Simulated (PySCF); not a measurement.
PySCF input:

```python
from pyscf import gto, scf, dft

mol = gto.M(
    atom='''
    Sn    0.97292694   -0.33806590   -0.03775377
    O     1.37490175    0.14835245   -1.79562853
    Br   -1.70415889    0.44904215    0.46436333
    ''',
    basis='def2-tzvpd',
    ecp='def2-tzvp',
    charge=-1,
    spin=0,
    verbose=4,
)

mf = dft.RKS(mol, xc='tpss').density_fit(auxbasis='def2-universal-jkfit')
mf.grids.level = 3
mf.conv_tol = 1e-9
mf.max_cycle = 100
mf.max_memory = 1500
mf.kernel()
if not mf.converged:
    mf = mf.newton()
    mf.kernel(mf.make_rdm1())
mf.analyze()
```

Task: Predict the final energy.

Result: -2863.67568 Eh (TPSS/def2-TZVPD).
